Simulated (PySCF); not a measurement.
HSE06 on Xe (xenon, neutral), [Kr] 4d10 5s1 5p6 5d1, high-spin 3D determinant (an excited configuration). All numbers are calculated (PySCF 2.14, a scalar-relativistic core potential, in aug-cc-pVDZ-PP with ECP28MDF).

```
cycle= 1 E= -328.465917158091  delta_E= -0.00411  |g|= 0.0218  |ddm|= 0.408
cycle= 2 E= -328.466162576673  delta_E= -0.000245  |g|= 0.0152  |ddm|= 0.143
cycle= 3 E= -328.466281983182  delta_E= -0.000119  |g|= 0.000654  |ddm|= 0.051
cycle= 4 E= -328.466282517582  delta_E= -5.34e-07  |g|= 0.000156  |ddm|= 0.00442
cycle= 5 E= -328.466282544054  delta_E= -2.65e-08  |g|= 2.79e-06  |ddm|= 0.00103
cycle= 6 E= -328.466282544063  delta_E= -9.21e-12  |g|= 8.77e-08  |ddm|= 1.95e-05
converged SCF energy = -328.466282544063  <S^2> = 2.0011037  2S+1 = 3.0007357
```

Highest occupied orbital energy: 1.940 eV; ⟨L²⟩ = 6.00; populations by l: s 3.00, p 12.00, d 11.00.

(1) Can this result be used?

## Answers

(1) Not for this state. The calculation finished and met its thresholds. Energies and moments cover only the electrons outside the core potential. The outer electron is Rydberg-like, and this basis confines it to a smaller radius and binds it less than a complete one would. At HSE06 the highest occupied level has a positive energy, so only the finite basis holds that electron; for this excited configuration the basis is too tight for the outer shell.
